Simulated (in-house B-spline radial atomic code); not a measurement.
Response of O6+ as one setting changes: the share of exact exchange in a PBE hybrid. A dash marks a strongly mixed or unbound state. Computed with an all-electron radial atomic-structure program (B-spline basis): linear response of the closed shell 1s2 with the functional's adiabatic kernel; non-relativistic, point nucleus, no spin-orbit coupling, no double excitations, S, P, D and F terms only.

```json
{"share of exact exchange in a PBE hybrid": "0", "lowest 1P (eV)": "1s → 2p 556.98", "lowest 3P, Tamm-Dancoff (eV)": "1s → 2p 552.05", "minus highest occupied level (eV)": "691.74", "α (bohr³)": "0.002721"}
{"share of exact exchange in a PBE hybrid": "0.1", "lowest 1P (eV)": "1s → 2p 558.82", "lowest 3P, Tamm-Dancoff (eV)": "1s → 2p 553.81", "minus highest occupied level (eV)": "696.57", "α (bohr³)": "0.002713"}
{"share of exact exchange in a PBE hybrid": "0.2", "lowest 1P (eV)": "?", "lowest 3P, Tamm-Dancoff (eV)": "?", "minus highest occupied level (eV)": "?", "α (bohr³)": "?"}
{"share of exact exchange in a PBE hybrid": "0.3", "lowest 1P (eV)": "1s → 2p 562.46", "lowest 3P, Tamm-Dancoff (eV)": "1s → 2p 557.30", "minus highest occupied level (eV)": "706.25", "α (bohr³)": "0.002698"}
{"share of exact exchange in a PBE hybrid": "0.4", "lowest 1P (eV)": "?", "lowest 3P, Tamm-Dancoff (eV)": "?", "minus highest occupied level (eV)": "?", "α (bohr³)": "?"}
{"share of exact exchange in a PBE hybrid": "0.5", "lowest 1P (eV)": "1s → 2p 566.06", "lowest 3P, Tamm-Dancoff (eV)": "1s → 2p 560.75", "minus highest occupied level (eV)": "715.93", "α (bohr³)": "0.002683"}
{"share of exact exchange in a PBE hybrid": "0.6", "lowest 1P (eV)": "1s → 2p 567.85", "lowest 3P, Tamm-Dancoff (eV)": "1s → 2p 562.46", "minus highest occupied level (eV)": "720.78", "α (bohr³)": "0.002675"}
{"share of exact exchange in a PBE hybrid": "0.7", "lowest 1P (eV)": "1s → 2p 569.63", "lowest 3P, Tamm-Dancoff (eV)": "1s → 2p 564.17", "minus highest occupied level (eV)": "725.63", "α (bohr³)": "0.002668"}
{"share of exact exchange in a PBE hybrid": "0.8", "lowest 1P (eV)": "1s → 2p 571.40", "lowest 3P, Tamm-Dancoff (eV)": "1s → 2p 565.86", "minus highest occupied level (eV)": "730.49", "α (bohr³)": "0.00266"}
{"share of exact exchange in a PBE hybrid": "0.9", "lowest 1P (eV)": "1s → 2p 573.16", "lowest 3P, Tamm-Dancoff (eV)": "1s → 2p 567.55", "minus highest occupied level (eV)": "735.34", "α (bohr³)": "0.002653"}
{"share of exact exchange in a PBE hybrid": "1", "lowest 1P (eV)": "1s → 2p 574.92", "lowest 3P, Tamm-Dancoff (eV)": "1s → 2p 569.22", "minus highest occupied level (eV)": "740.21", "α (bohr³)": "0.002646"}
```

(1) What belongs in the row for 0.2?

(2) What belongs in the row for 0.4?

Results:

(1) lowest 1P (eV): 1s → 2p 560.64; lowest 3P, Tamm-Dancoff (eV): 1s → 2p 555.56; minus highest occupied level (eV): 701.41; α (bohr³): 0.002705.

(2) lowest 1P (eV): 1s → 2p 564.26; lowest 3P, Tamm-Dancoff (eV): 1s → 2p 559.03; minus highest occupied level (eV): 711.09; α (bohr³): 0.00269.
